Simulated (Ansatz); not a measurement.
```yaml
crystal:
  periodic: [false, false, false]
  atoms:
    - {symbol: Si, position_ang: [-0.444108, 1.364686, -0.797220]}
    - {symbol: C, position_ang: [-0.419509, -0.463936, -0.374188]}
    - {symbol: Si, position_ang: [0.678635, -1.106309, 1.005813]}
    - {symbol: Se, position_ang: [-1.437681, -1.587614, -1.281356]}
    - {symbol: H, position_ang: [-1.056354, 1.586066, -2.127488]}
    - {symbol: H, position_ang: [-1.224595, 2.065270, 0.258906]}
    - {symbol: H, position_ang: [0.947795, 1.893774, -0.764474]}
    - {symbol: H, position_ang: [0.268713, -2.470997, 1.408869]}
    - {symbol: H, position_ang: [2.081128, -1.108861, 0.507828]}
    - {symbol: H, position_ang: [0.605978, -0.172071, 2.163300]}
basis:
  gaussian: {orbitals: cc-pVTZ}
hamiltonian: {xc: {name: CCSD(T)}}
```

```sh
$ ansatz run in.yaml --threads 2 --pin off --events-out ev --progress --plain --max-ram 31744MiB --backend cpu
```

Problem. How does Ansatz answer? (Best estimate.)

Solution. Computed: The program refused the input.
```
Error: YAML parse error: error: line 16 column 19: hamiltonian.xc: no functional is named "CCSD(T)"; the names, which are not case-sensitive, are SVWN5, SPW92, PBE, PBE0, PBEsol, revPBE, revPBE0, RPBE, rPW86-PBE, HSE06, wPBEh, LC-wPBE, HISS, HF, BLYP, B3LYP, B3LYP5, BHLYP, CAM-B3LYP, r2SCAN, r2SCANh, r2SCAN0, r2SCAN50, m-r2SCAN, B97, wB97, wB97X, wB97X-V, B97M-V, wB97M-V, B2PLYP, B2GP-PLYP, PBE0-DH, PBE-QIDH
14 | basis:
15 |   gaussian: {orbitals: cc-pVTZ}
16 | hamiltonian: {xc: {name: CCSD(T)}}
```

HSE06 is defined as in plane-wave codes.
